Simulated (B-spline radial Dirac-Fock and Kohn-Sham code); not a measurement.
**X-ray form factors of promethium in several charge states**

Model: configuration-average Dirac-Fock orbitals. Program: a B-spline atomic structure program.

Configurations: Pm¹⁶⁺ [Kr] 4d9; Pm¹⁷⁺ [Kr] 4d8; Pm²⁰⁺ [Kr] 4d5. The first column is f₀ of Pm¹⁶⁺, the others are differences from it.

```
s (Å⁻¹)   Pm¹⁶⁺  Δ Pm¹⁷⁺  Δ Pm²⁰⁺
      0  45.000   -1.000   -4.000
    0.1  44.366   -0.956   -3.835
    0.2  42.557   -0.834   -3.376
    0.3  39.824   -0.659   -2.713
    0.4  36.515   -0.465   -1.968
    0.5  32.997   -0.284   -1.255
    0.7  26.499   -0.035   -0.228
    0.9  21.676   +0.049   +0.170
    1.1  18.499   +0.038   +0.164
    1.4  15.447   -0.010   -0.028
```

Values without a named source are computed, but for edge energies of neutral atoms, which are taken from tables.
